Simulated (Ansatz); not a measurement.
Reaction (ligand exchange at a B–O bond): `COBO[SiH3]` + `OCF` → `FCOBO[SiH3]` + CH₃OH

Program: Ansatz. Geometries: PBE0-D4/def2-TZVP. ΔE: electronic, gas phase. CCSD(T)/CBS adds triple-zeta CCSD(T) − MP2 to the extrapolated MP2 energy (def2 sets, frozen cores). This one scheme is used for every species. Functionals use def2-TZVPP. B3LYP here is the variant with VWN-RPA as its local correlation; programs differ in this. One conformer a species, not always the lowest.

Problem. Is it downhill or uphill in electronic energy at CCSD(T)/CBS, and by how much? (Best estimate.)

Solution. The calculation gave: Uphill: ΔE = +11.9 kJ/mol.

Problem. What do these levels give: B3LYP-D4, r2SCANh-D4, ωB97X-V, B3LYP, LC-ωPBE, MP2/def2-SVP? (Best estimate.)

Solution. The calculation gave: B3LYP-D4 13.3, r2SCANh-D4 13.6, ωB97X-V 12.5, B3LYP 13.4, LC-ωPBE 13.7, MP2/def2-SVP 15.4 kJ/mol.

Problem. What do rigid-rotor, harmonic-oscillator terms from PBE0-D4/def2-TZVP frequencies (298.15 K, 1 bar) make of the CCSD(T)/CBS value? (Estimate.)

Solution. Ansatz gave: ΔZPE = -1.5 kJ/mol, ΔH = +11.3 kJ/mol, ΔS = 2 J/(mol·K), ΔG = +10.6 kJ/mol.

Largest T1 diagnostic among the species: 0.013.

Leaving LDA and LC-ωPBE aside and taking each functional with its dispersion term where it has one, the values, not all of them listed here, spread over 3.0 kJ/mol, from BHLYP-D4 to PBE-D4.
